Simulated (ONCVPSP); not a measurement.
**Building the ONCV potential for Co (LDA (Perdew-Zunger), scalar-relativistic).**

Co, optimised norm-conserving Vanderbilt (ONCV), made with ONCVPSP 4.0.1 (LDA (Perdew-Zunger), scalar-relativistic). Core [Ne] 3s2, reference 3p6 3d7 4s2. Waves: 4s: rc 1.65 bohr, ncon 4, nbas 9, qcut 3.7 1/bohr, 2 projectors, debl 0.3 Ha; 3p: rc 0.90 bohr, ncon 3, nbas 6, qcut 9.9 1/bohr, 1 projector; 3d: rc 0.90 bohr, ncon 3, nbas 8, qcut 14 1/bohr, local. Local part: the d channel. Core correction: none.

All-electron outer shells of the reference configuration (LDA (Perdew-Zunger), scalar-relativistic, ld1.x):

```csv
shell,level (eV),outermost node (bohr),outermost maximum (bohr)
3s,-101.87,0.31,0.67
3p,-65.51,0.28,0.68
3d,-8.46,–,0.66
4s,-5.68,0.96,2.29
```

Q: Does the generator finish with these settings?

A: No. ONCVPSP 4.0.1 stopped with "optimize: ERROR ps0norm > uunorm, code will stop": the continuity conditions at rc already need more norm inside rc than the all-electron wave has, so norm conservation cannot be met. It happened in the s channel.
